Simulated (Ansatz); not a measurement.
The cluster Cu₃Sn₂⁺. Total charge 1; singlet. Geometry PBE-D4/def2-SVP, basis def2-TZVP, Ansatz.

Cartesian coordinates in Å:
```
Cu 1.151 0.599 -0.617
Cu 1.269 -0.665 1.507
Cu -0.436 -1.361 -0.145
Sn -0.741 0.867 1.110
Sn -1.243 0.560 -1.855
```

```csv
run,HOMO (eV),LUMO (eV)
A,-10.91,-6.74
B,-9.93,-7.64
C,-11.60,-5.90
D,-9.83,-7.86
E,-9.32,-8.28
F,-9.24,-8.38
```

In the def2 sets Sn takes a core potential; there is no spin–orbit coupling. B3LYP takes the VWN-RPA correlation. No other spin state of charge 1 was run. Another isomer (singlet) lies 0.15 eV lower at PBE0-D4/def2-TZVP; other spin states weren't run for this one.

The runs used B3LYP, CAM-B3LYP, PBE, PBE0, r2SCAN, ωB97M-V. Estimate which is which.

A CAM-B3LYP (range-separated); B PBE0 (25 % exact exchange); C ωB97M-V (range-separated); D B3LYP (20 % exact exchange); E r2SCAN (0 % exact exchange); F PBE (0 % exact exchange). Exact exchange lowers occupied and raises empty levels; among semilocal functionals meta-GGAs tend to open the gap a little, and such runs are hard to tell apart. The gap grows from 0.86 eV (PBE) to 5.70 eV (ωB97M-V). The restricted singlet is unstable towards broken spin symmetry in Hartree–Fock (as tested in another run); at CAM-B3LYP-D4/def2-TZVP, PBE0-D4/def2-TZVP, ωB97M-V/def2-TZVP, B3LYP-D4/def2-TZVP and others this wasn't settled.
